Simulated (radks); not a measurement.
Kr II, configuration [Ar] 3d9 4s2 4p5 4f1 (not the ground configuration). Calculated with a radial shooting solver on a logarithmic mesh with Libxc functionals: scalar-relativistic Kohn-Sham, BLYP, spin-polarised, spherical densities, finite nucleus; open shells are filled with parallel spins first; Fermi nuclear charge, rms radius 4.1884 fm.

Unscreened Slater integrals over Kohn-Sham orbitals (hartree). They are taken over the spin-up orbitals.

\begin{tabular}{lr}
integral & value \\ \hline
F0(4f,4f) & 0.10686 \\
F2(4f,4f) & 0.059687 \\
F4(4f,4f) & 0.039980 \\
F6(4f,4f) & 0.029643 \\
F0(4f,4p) & 0.13386 \\
F2(4f,4p) & 0.011946 \\
G2(4f,4p) & 0.0021235 \\
G4(4f,4p) & 0.0013665 \\
F0(4f,4s) & 0.13395 \\
G3(4f,4s) & 0.00096834 \\
F0(4f,3d) & 0.13405 \\
F2(4f,3d) & 0.0014728 \\
F4(4f,3d) & 0.00010808 \\
G1(4f,3d) & 5.9265e-05 \\
G3(4f,3d) & 3.3120e-05 \\
G5(4f,3d) & 2.2464e-05 \\
F0(4p,4p) & 0.54274 \\
F2(4p,4p) & 0.28541 \\
F0(4p,4s) & 0.57776 \\
G1(4p,4s) & 0.38804 \\
F0(4p,3d) & 0.70499 \\
F2(4p,3d) & 0.15366 \\
G1(4p,3d) & 0.050475 \\
G3(4p,3d) & 0.047522 \\
F0(4s,4s) & 0.62161 \\
F0(4s,3d) & 0.79202 \\
G2(4s,3d) & 0.067053 \\
F0(3d,3d) & 1.6976 \\
F2(3d,3d) & 0.82219 \\
F4(3d,3d) & 0.51927 \\
\end{tabular}

Derived for the open shells (J is the average intra-shell exchange parameter used in DFT+U). 3d: Racah B = F2/49 - 5 F4/441 = 0.01089 hartree, C = 35 F4/441 = 0.04121 hartree, C/B = 3.78, F4/F2 = 0.632, J = (F2 + F4)/14 = 0.09582 hartree. 4p: J = F2/5 = 0.05708 hartree. 4f: F4/F2 = 0.670, F6/F2 = 0.497, J = (286 F2 + 195 F4 + 250 F6)/6435 = 0.005016 hartree.
